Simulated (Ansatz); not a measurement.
Geometry optimisation of CH$_{7}$ClOSi$_{2}$ (`[SiH3]OC[SiH2]Cl`).

```yaml
crystal:
  periodic: [false, false, false]
  atoms:
    - {symbol: Si, position_ang: [-2.031041, 0.452344, -0.083118]}
    - {symbol: O, position_ang: [-0.815815, -0.717527, -0.015756]}
    - {symbol: C, position_ang: [0.451722, -0.543430, -0.651886]}
    - {symbol: Si, position_ang: [1.728435, -0.190457, 0.717433]}
    - {symbol: Cl, position_ang: [3.610574, 0.084049, -0.147563]}
    - {symbol: H, position_ang: [-2.394544, 0.746513, -1.517926]}
    - {symbol: H, position_ang: [-1.593229, 1.741984, 0.566700]}
    - {symbol: H, position_ang: [-3.196228, -0.133141, 0.653318]}
    - {symbol: H, position_ang: [0.456605, 0.272895, -1.414002]}
    - {symbol: H, position_ang: [0.720410, -1.477166, -1.195406]}
    - {symbol: H, position_ang: [1.342378, 1.058731, 1.455893]}
    - {symbol: H, position_ang: [1.797733, -1.349994, 1.666114]}
basis:
  gaussian: {orbitals: def2-TZVP}
hamiltonian: {xc: pbe0, dispersion: d4}
relax: {f_tol: 0.005, max_steps: 150}
```

```sh
$ ansatz run in.yaml --threads 4 --pin off --events-out ev --progress --plain --max-ram 10444MiB
```

Shortened log:

```
Functional definition: PBE0
mean field -31465.62000665 eV, -1156.3402070812 hartree, gradient 4.5e-5 eV, S^2 0.000000; 0 other end points of the search recorded, 0 dependent functions left out
relax step   1: F+E_penalty+E_count = -31465.86720761 eV  Δ(F+E_penalty+E_count) = +0.000e0 eV  max|allowed force component| = 7.774e-1 eV/Å  Δτ_max = 0.0000 Å  (27 SCF iters, accepted)
mean field -31465.67556779 eV, -1156.3422489153 hartree, gradient 1.4e-5 eV, S^2 0.000000; 0 other end points of the search recorded, 0 dependent functions left out
relax step   2: F+E_penalty+E_count = -31465.92445535 eV  Δ(F+E_penalty+E_count) = -5.725e-2 eV  max|allowed force component| = 4.525e-1 eV/Å  Δτ_max = 0.0452 Å  (32 SCF iters, accepted)
mean field -31465.68534240 eV, -1156.3426081255 hartree, gradient 1.3e-5 eV, S^2 0.000000; 0 other end points of the search recorded, 0 dependent functions left out
relax step   3: F+E_penalty+E_count = -31465.93497525 eV  Δ(F+E_penalty+E_count) = -1.052e-2 eV  max|allowed force component| = 1.093e-1 eV/Å  Δτ_max = 0.0199 Å  (32 SCF iters, accepted)
mean field -31465.68605563 eV, -1156.3426343365 hartree, gradient 1.3e-5 eV, S^2 0.000000; 0 other end points of the search recorded, 0 dependent functions left out
relax step   4: F+E_penalty+E_count = -31465.93576011 eV  Δ(F+E_penalty+E_count) = -7.849e-4 eV  max|allowed force component| = 1.912e-2 eV/Å  Δτ_max = 0.0075 Å  (32 SCF iters, accepted)
mean field -31465.68635999 eV, -1156.3426455214 hartree, gradient 1.3e-5 eV, S^2 0.000000; 0 other end points of the search recorded, 0 dependent functions left out
relax step   5: F+E_penalty+E_count = -31465.93590283 eV  Δ(F+E_penalty+E_count) = -1.427e-4 eV  max|allowed force component| = 9.507e-3 eV/Å  Δτ_max = 0.0068 Å  (32 SCF iters, accepted)
mean field -31465.68721877 eV, -1156.3426770811 hartree, gradient 1.3e-5 eV, S^2 0.000000; 0 other end points of the search recorded, 0 dependent functions left out
relax step   6: F+E_penalty+E_count = -31465.93632626 eV  Δ(F+E_penalty+E_count) = -4.234e-4 eV  max|allowed force component| = 2.918e-2 eV/Å  Δτ_max = 0.0544 Å  (30 SCF iters, accepted)
mean field -31465.68840553 eV, -1156.3427206934 hartree, gradient 1.3e-5 eV, S^2 0.000000; 0 other end points of the search recorded, 0 dependent functions left out
relax step   7: F+E_penalty+E_count = -31465.93680458 eV  Δ(F+E_penalty+E_count) = -4.783e-4 eV  max|allowed force component| = 3.208e-2 eV/Å  Δτ_max = 0.0727 Å  (30 SCF iters, accepted)
mean field -31465.68915839 eV, -1156.3427483608 hartree, gradient 1.3e-5 eV, S^2 0.000000; 0 other end points of the search recorded, 0 dependent functions left out
relax step   8: F+E_penalty+E_count = -31465.93709886 eV  Δ(F+E_penalty+E_count) = -2.943e-4 eV  max|allowed force component| = 4.276e-2 eV/Å  Δτ_max = 0.0405 Å  (30 SCF iters, accepted)
mean field -31465.69005217 eV, -1156.3427812065 hartree, gradient 1.3e-5 eV, S^2 0.000000; 0 other end points of the search recorded, 0 dependent functions left out
relax step   9: F+E_penalty+E_count = -31465.93747748 eV  Δ(F+E_penalty+E_count) = -3.786e-4 eV  max|allowed force component| = 5.500e-2 eV/Å  Δτ_max = 0.0628 Å  (30 SCF iters, accepted)
mean field -31465.69077239 eV, -1156.3428076742 hartree, gradient 1.3e-5 eV, S^2 0.000000; 0 other end points of the search recorded, 0 dependent functions left out
relax step  10: F+E_penalty+E_count = -31465.93778614 eV  Δ(F+E_penalty+E_count) = -3.087e-4 eV  max|allowed force component| = 6.045e-2 eV/Å  Δτ_max = 0.0476 Å  (30 SCF iters, accepted)
mean field -31465.69150215 eV, -1156.3428344923 hartree, gradient 1.3e-5 eV, S^2 0.000000; 0 other end points of the search recorded, 0 dependent functions left out
relax step  11: F+E_penalty+E_count = -31465.93813687 eV  Δ(F+E_penalty+E_count) = -3.507e-4 eV  max|allowed force component| = 6.968e-2 eV/Å  Δτ_max = 0.0524 Å  (30 SCF iters, accepted)
mean field -31465.69207058 eV, -1156.3428553817 hartree, gradient 1.3e-5 eV, S^2 0.000000; 0 other end points of the search recorded, 0 dependent functions left out
relax step  12: F+E_penalty+E_count = -31465.93846727 eV  Δ(F+E_penalty+E_count) = -3.304e-4 eV  max|allowed force component| = 6.458e-2 eV/Å  Δτ_max = 0.0383 Å  (31 SCF iters, accepted)
mean field -31465.69317557 eV, -1156.3428959894 hartree, gradient 1.3e-5 eV, S^2 0.000000; 0 other end points of the search recorded, 0 dependent functions left out
relax step  13: F+E_penalty+E_count = -31465.93902628 eV  Δ(F+E_penalty+E_count) = -5.590e-4 eV  max|allowed force component| = 7.950e-2 eV/Å  Δτ_max = 0.0654 Å  (30 SCF iters, accepted)
mean field -31465.69446326 eV, -1156.3429433109 hartree, gradient 1.4e-5 eV, S^2 0.000000; 0 other end points of the search recorded, 0 dependent functions left out
relax step  14: F+E_penalty+E_count = -31465.93952661 eV  Δ(F+E_penalty+E_count) = -5.003e-4 eV  max|allowed force component| = 1.086e-1 eV/Å  Δτ_max = 0.0932 Å  (30 SCF iters, accepted)
mean field -31465.69554971 eV, -1156.3429832374 hartree, gradient 1.2e-5 eV, S^2 0.000000; 0 other end points of the search recorded, 0 dependent functions left out
relax step  15: F+E_penalty+E_count = -31465.94021433 eV  Δ(F+E_penalty+E_count) = -6.877e-4 eV  max|allowed force component| = 1.129e-1 eV/Å  Δτ_max = 0.0393 Å  (30 SCF iters, accepted)
mean field -31465.69789183 eV, -1156.3430693087 hartree, gradient 1.3e-5 eV, S^2 0.000000; 0 other end points of the search recorded, 0 dependent functions left out
relax step  16: F+E_penalty+E_count = -31465.94182590 eV  Δ(F+E_penalty+E_count) = -1.612e-3 eV  max|allowed force component| = 1.156e-1 eV/Å  Δτ_max = 0.0758 Å  (30 SCF iters, accepted)
mean field -31465.70028270 eV, -1156.3431571714 hartree, gradient 7.1e-6 eV, S^2 0.000000; 0 other end points of the search recorded, 0 dependent functions left out
relax step  17: F+E_penalty+E_count = -31465.94240184 eV  Δ(F+E_penalty+E_count) = -5.759e-4 eV  max|allowed force component| = 2.714e-1 eV/Å  Δτ_max = 0.1951 Å  (30 SCF iters, accepted)
mean field -31465.70239474 eV, -1156.3432347876 hartree, gradient 1.2e-5 eV, S^2 0.000000; 0 other end points of the search recorded, 0 dependent functions left out
relax step  18: F+E_penalty+E_count = -31465.94483105 eV  Δ(F+E_penalty+E_count) = -2.429e-3 eV  max|allowed force component| = 1.872e-1 eV/Å  Δτ_max = 0.0208 Å  (32 SCF iters, accepted)
mean field -31465.70568582 eV, -1156.3433557326 hartree, gradient 1.5e-5 eV, S^2 0.000000; 0 other end points of the search recorded, 0 dependent functions left out
relax step  19: F+E_penalty+E_count = -31465.94792169 eV  Δ(F+E_penalty+E_count) = -3.091e-3 eV  max|allowed force component| = 3.484e-2 eV/Å  Δτ_max = 0.0756 Å  (30 SCF iters, accepted)
mean field -31465.70802318 eV, -1156.3434416290 hartree, gradient 1.4e-5 eV, S^2 0.000000; 0 other end points of the search recorded, 0 dependent functions left out
relax step  20: F+E_penalty+E_count = -31465.94982615 eV  Δ(F+E_penalty+E_count) = -1.904e-3 eV  max|allowed force component| = 3.939e-2 eV/Å  Δτ_max = 0.0847 Å  (30 SCF iters, accepted)
mean field -31465.70910336 eV, -1156.3434813247 hartree, gradient 7.5e-6 eV, S^2 0.000000; 0 other end points of the search recorded, 0 dependent functions left out
relax step  21: F+E_penalty+E_count = -31465.94975404 eV  Δ(F+E_penalty+E_count) = +7.210e-5 eV  max|allowed force component| = 2.201e-1 eV/Å  Δτ_max = 0.1968 Å  (30 SCF iters, rejected (line search))
mean field -31465.69007139 eV, -1156.3427819129 hartree, gradient 1.7e-5 eV, S^2 0.000000; 0 other end points of the search recorded, 0 dependent functions left out
relax step  22: F+E_penalty+E_count = -31465.93119566 eV  Δ(F+E_penalty+E_count) = +1.863e-2 eV  max|allowed force component| = 3.693e-1 eV/Å  Δτ_max = 0.0984 Å  (30 SCF iters, rejected (line search))
mean field -31465.71010878 eV, -1156.3435182733 hartree, gradient 1.3e-5 eV, S^2 0.000000; 0 other end points of the search recorded, 0 dependent functions left out
relax step  23: F+E_penalty+E_count = -31465.95165886 eV  Δ(F+E_penalty+E_count) = -1.833e-3 eV  max|allowed force component| = 1.436e-2 eV/Å  Δτ_max = 0.0492 Å  (30 SCF iters, accepted)
mean field -31465.71274328 eV, -1156.3436150893 hartree, gradient 1.6e-5 eV, S^2 0.000000; 0 other end points of the search recorded, 0 dependent functions left out
relax step  24: F+E_penalty+E_count = -31465.95374795 eV  Δ(F+E_penalty+E_count) = -2.089e-3 eV  max|allowed force component| = 3.776e-2 eV/Å  Δτ_max = 0.0977 Å  (30 SCF iters, accepted)
mean field -31465.71248034 eV, -1156.3436054267 hartree, gradient 2.0e-5 eV, S^2 0.000000; 0 other end points of the search recorded, 0 dependent functions left out
relax step  25: F+E_penalty+E_count = -31465.95292661 eV  Δ(F+E_penalty+E_count) = +8.213e-4 eV  max|allowed force component| = 1.725e-1 eV/Å  Δτ_max = 0.1335 Å  (29 SCF iters, rejected (line search))
mean field -31465.71412914 eV, -1156.3436660188 hartree, gradient 1.3e-5 eV, S^2 0.000000; 0 other end points of the search recorded, 0 dependent functions left out
relax step  26: F+E_penalty+E_count = -31465.95491395 eV  Δ(F+E_penalty+E_count) = -1.166e-3 eV  max|allowed force component| = 5.157e-2 eV/Å  Δτ_max = 0.0652 Å  (30 SCF iters, accepted)
mean field -31465.71509967 eV, -1156.3437016852 hartree, gradient 1.3e-5 eV, S^2 0.000000; 0 other end points of the search recorded, 0 dependent functions left out
relax step  27: F+E_penalty+E_count = -31465.95557780 eV  Δ(F+E_penalty+E_count) = -6.639e-4 eV  max|allowed force component| = 9.255e-2 eV/Å  Δτ_max = 0.0731 Å  (30 SCF iters, accepted)
mean field -31465.71564753 eV, -1156.3437218186 hartree, gradient 1.2e-5 eV, S^2 0.000000; 0 other end points of the search recorded, 0 dependent functions left out
relax step  28: F+E_penalty+E_count = -31465.95602359 eV  Δ(F+E_penalty+E_count) = -4.458e-4 eV  max|allowed force component| = 1.250e-1 eV/Å  Δτ_max = 0.0520 Å  (30 SCF iters, accepted)
mean field -31465.71627981 eV, -1156.3437450545 hartree, gradient 1.1e-5 eV, S^2 0.000000; 0 other end points of the search recorded, 0 dependent functions left out
relax step  29: F+E_penalty+E_count = -31465.95666515 eV  Δ(F+E_penalty+E_count) = -6.416e-4 eV  max|allowed force component| = 9.676e-2 eV/Å  Δτ_max = 0.0100 Å  (32 SCF iters, accepted)
mean field -31465.71692562 eV, -1156.3437687874 hartree, gradient 1.1e-5 eV, S^2 0.000000; 0 other end points of the search recorded, 0 dependent functions left out
relax step  30: F+E_penalty+E_count = -31465.95744048 eV  Δ(F+E_penalty+E_count) = -7.753e-4 eV  max|allowed force component| = 3.848e-2 eV/Å  Δτ_max = 0.0358 Å  (31 SCF iters, accepted)
mean field -31465.71742143 eV, -1156.3437870084 hartree, gradient 1.1e-5 eV, S^2 0.000000; 0 other end points of the search recorded, 0 dependent functions left out
relax step  31: F+E_penalty+E_count = -31465.95784549 eV  Δ(F+E_penalty+E_count) = -4.050e-4 eV  max|allowed force component| = 1.904e-2 eV/Å  Δτ_max = 0.0470 Å  (30 SCF iters, accepted)
mean field -31465.71772318 eV, -1156.3437980975 hartree, gradient 1.3e-5 eV, S^2 0.000000; 0 other end points of the search recorded, 0 dependent functions left out
relax step  32: F+E_penalty+E_count = -31465.95804066 eV  Δ(F+E_penalty+E_count) = -1.952e-4 eV  max|allowed force component| = 4.198e-2 eV/Å  Δτ_max = 0.0734 Å  (30 SCF iters, accepted)
mean field -31465.71778867 eV, -1156.3438005039 hartree, gradient 1.1e-5 eV, S^2 0.000000; 0 other end points of the search recorded, 0 dependent functions left out
relax step  33: F+E_penalty+E_count = -31465.95814466 eV  Δ(F+E_penalty+E_count) = -1.040e-4 eV  max|allowed force component| = 1.637e-2 eV/Å  Δτ_max = 0.0056 Å  (32 SCF iters, accepted)
mean field -31465.71784685 eV, -1156.3438026423 hartree, gradient 1.1e-5 eV, S^2 0.000000; 0 other end points of the search recorded, 0 dependent functions left out
relax step  34: F+E_penalty+E_count = -31465.95819453 eV  Δ(F+E_penalty+E_count) = -4.986e-5 eV  max|allowed force component| = 1.062e-2 eV/Å  Δτ_max = 0.0115 Å  (32 SCF iters, accepted)
mean field -31465.71788095 eV, -1156.3438038952 hartree, gradient 1.1e-5 eV, S^2 0.000000; 0 other end points of the search recorded, 0 dependent functions left out
relax step  35: F+E_penalty+E_count = -31465.95821670 eV  Δ(F+E_penalty+E_count) = -2.217e-5 eV  max|allowed force component| = 7.128e-3 eV/Å  Δτ_max = 0.0182 Å  (31 SCF iters, accepted)
mean field -31465.71789871 eV, -1156.3438045480 hartree, gradient 1.1e-5 eV, S^2 0.000000; 0 other end points of the search recorded, 0 dependent functions left out
relax step  36: F+E_penalty+E_count = -31465.95822308 eV  Δ(F+E_penalty+E_count) = -6.377e-6 eV  max|allowed force component| = 4.563e-3 eV/Å  Δτ_max = 0.0080 Å  (32 SCF iters, accepted)
mean field -31465.71789871 eV, -1156.3438045480 hartree, gradient 4.6e-5 eV, S^2 0.000000; 1 other end points of the search recorded, 0 dependent functions left out
Total energy: -31465.95826293 eV, -1156.3526377701 hartree
Atom 0 at    -2.181308     0.322298    -0.261875 Å, force     0.003403    -0.001112     0.000855 eV/Å
Atom 1 at    -0.709548    -0.026731     0.394282 Å, force    -0.001289     0.000729    -0.001560 eV/Å
Atom 2 at     0.481321     0.045861    -0.375620 Å, force     0.002723    -0.000259     0.002150 eV/Å
Atom 3 at     1.892873    -0.436162     0.770695 Å, force    -0.004563    -0.000000    -0.000639 eV/Å
Atom 4 at     3.647715    -0.340312    -0.303072 Å, force    -0.001634    -0.000186     0.001680 eV/Å
Atom 5 at    -2.472847    -0.595699    -1.397192 Å, force    -0.000701    -0.000567    -0.000160 eV/Å
Atom 6 at    -2.201003     1.720125    -0.774028 Å, force    -0.000953     0.001364     0.000473 eV/Å
Atom 7 at    -3.173660     0.146901     0.822152 Å, force     0.000336    -0.000165    -0.000463 eV/Å
Atom 8 at     0.643328     1.058054    -0.770134 Å, force    -0.000511    -0.000168    -0.000403 eV/Å
Atom 9 at     0.444791    -0.634315    -1.237305 Å, force     0.000063     0.000254     0.000089 eV/Å
Atom 10 at     1.987230     0.508029     1.907416 Å, force     0.001765     0.000890    -0.001417 eV/Å
Atom 11 at     1.718109    -1.823247     1.258482 Å, force     0.001362    -0.000781    -0.000604 eV/Å
Dipole moment:    -0.242846     0.052700    -0.091038 e Å
```

Run time 2.7 min (4 threads of an Arm Neoverse V1 on a shared host); peak host memory 0.65 GiB.
